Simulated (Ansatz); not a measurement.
The cluster Rb4⁻. Charge -1, multiplicity 2. Geometry PBE/def2-TZVPD.

```xyz
4

Rb    2.442   -0.386    0.462
Rb   -0.601    1.042    3.853
Rb    0.346   -1.738   -3.630
Rb   -2.186    1.083   -0.685
```

In the def2 sets Rb takes a core potential; there is no spin–orbit coupling. At HF/def2-TZVPD, r2SCAN/def2-TZVPD, CAM-B3LYP/def2-TZVPD the charge -1 doublet is spin-contaminated (final ⟨S²⟩ up to 1.97, 0.75 for a pure state). At PBE/def2-TZVPD, r2SCAN/def2-TZVPD the highest occupied level of the charge -1 doublet lies above zero (up to 0.14 eV). The electron is either unbound and held by the finite basis, or the level is raised by self-interaction error. The structure comes from a short search, and lower isomers may exist.

(1) Estimate the α-spin orbital energies around the gap (eV) in Ansatz with HF/def2-TZVPD, PBE/def2-TZVPD, r2SCAN/def2-TZVPD, PBE0/def2-TZVPD, CAM-B3LYP/def2-TZVPD.

## Answers

(1) 
| orbital | HF/def2-TZVPD | PBE/def2-TZVPD | r2SCAN/def2-TZVPD | PBE0/def2-TZVPD | CAM-B3LYP/def2-TZVPD |
| --- | --- | --- | --- | --- | --- |
| HOMO−5 | -19.54 | -13.07 | -13.80 | -14.83 | -16.17 |
| HOMO−4 | -19.53 | -13.07 | -13.80 | -14.83 | -16.15 |
| HOMO−3 | -19.48 | -13.07 | -13.79 | -14.83 | -16.15 |
| HOMO−2 | -2.17 | -0.60 | -0.69 | -1.11 | -1.78 |
| HOMO−1 | -1.25 | 0.05 | -0.05 | -0.26 | -0.65 |
| HOMO | -1.16 | 0.14 | 0.01 | -0.18 | -0.60 |
| LUMO | 1.92 | 0.62 | 0.74 | 0.89 | 1.36 |
| LUMO+1 | 2.00 | 0.91 | 0.88 | 1.19 | 1.76 |
| LUMO+2 | 2.07 | 0.99 | 0.92 | 1.21 | 1.79 |
| LUMO+3 | 2.20 | 1.01 | 1.08 | 1.27 | 1.83 |
| LUMO+4 | 2.21 | 1.20 | 1.26 | 1.45 | 1.88 |
| LUMO+5 | 2.31 | 1.28 | 1.36 | 1.53 | 1.97 |
| β HOMO | -1.27 | 0.08 | -0.03 | -0.23 | -0.70 |
| β LUMO | 2.15 | 0.48 | 0.71 | 0.85 | 1.34 |
